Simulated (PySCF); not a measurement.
Vertical excitations of a molecule C2H4F2Si2 from TDA-PBE/def2-SVPD (PySCF), as energy in eV (oscillator strength): 4.95 (0.006), 5.44 (0.017), 5.71 (0.010), 5.81 (0.002), 5.93 (0.003), 6.20 (0.117), 6.39 (0.021), 6.42 (0.017), 6.69 (0.112), 6.83 (0.032). Lowest triplet (TDA): 4.50 eV. The structure is a stationary point at B3LYP-D3(BJ)/def2-SVP. The values are those of a single conformer.

Task: Pick the molecule that these values belong to.
(A) C#C[Si](F)(F)[SiH3]
(B) FC1=C(F)[SiH2][SiH2]1
(C) C#C[Si@H](F)[SiH2]F
(D) FC1=C[SiH2][Si@H]1F

Result: C, C#C[Si@H](F)[SiH2]F
